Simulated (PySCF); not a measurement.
**Dipole moment and polarisability of `C=CC[SiH3]`**

Species: C₃H₈Si.
Geometry (PBE0-D3(BJ)/def2-SVP, Å), atoms numbered from 1 in this order:
```
atom  x, y, z in Å
C1     1.5623   -1.1968    0.4550
C2     1.0065    0.0161    0.5097
C3     0.0997    0.6061   -0.5198
Si4   -1.7065    0.6325    0.0551
H5     2.1929   -1.5705    1.2653
H6     1.4075   -1.8596   -0.4027
H7     1.1926    0.6367    1.3958
H8     0.1472    0.0412   -1.4654
H9     0.3862    1.6477   -0.7468
H10   -2.1883   -0.7595    0.3028
H11   -2.5679    1.2697   -0.9895
H12   -1.8328    1.4174    1.3219
```

Level: B3LYP/def2-SVPD (PySCF), static field, nuclei fixed, core orbitals frozen in the response. The polarisability tensor in these axes (au):

```
x    75.28 -12.74   3.53
y   -12.74  69.92  -1.56
z     3.53  -1.56  59.87
```

Question: Diagonalise the tensor; give its mean and Δα, where Δα² is half the sum of the squared differences of the eigenvalues.

Answer: Principal values 58.45, 60.47 and 86.16 au; mean 68.36 au = 10.13 Å³ = 11.27 × 10⁻⁴⁰ C²·m²/J; Δα = 26.75 au (39 % of the mean).

Question: What is the dipole moment, and where does it point?

Answer: (0.34, 0.27, -0.32) D, 0.54 D in size, pointing from the negative to the positive side. Measured along this direction, the outermost atoms are H10 at the negative end and H9 at the positive end.

Question: What are the principal values of the traceless quadrupole moment, Θ = ½Σq(3rr − r²1), about the centre of nuclear charge?

Answer: -3.19, 0.73, 2.45 D·Å. The values depend on the origin, since the dipole doesn't vanish. The electronic extent ⟨r²⟩ about the same centre is 524 bohr², a root-mean-square distance of 1.92 Å for the 40 electrons.

Question: What would n − 1 = 2πNα be for an ideal gas of these molecules at 500 K and 1 atm, electronic part alone?

Answer: N = p/kT = 1.4678 × 10¹⁹ cm⁻³, so n − 1 = 2π × N × 10.13 × 10⁻²⁴ cm³ = 934 × 10⁻⁶ at long wavelengths, for an ideal gas.

Question: Along which axes do the principal values lie, and how far do the nuclei extend along each?

Answer: Largest value along (0.77, -0.62, 0.14), where the nuclei span 5.75 Å; middle along (0.40, 0.64, 0.66), 2.95 Å; least along (-0.50, -0.45, 0.74), 3.14 Å. The strongest response lies along the longest span, while the other two are in reverse order.

Isolated species at its PBE0-D3(BJ)/def2-SVP geometry (one conformer only).

These values come from a run that also computed excited states and ΔSCF ions. Hardware: one thread of an Arm Neoverse V2, shared host. Cost: 22 s.
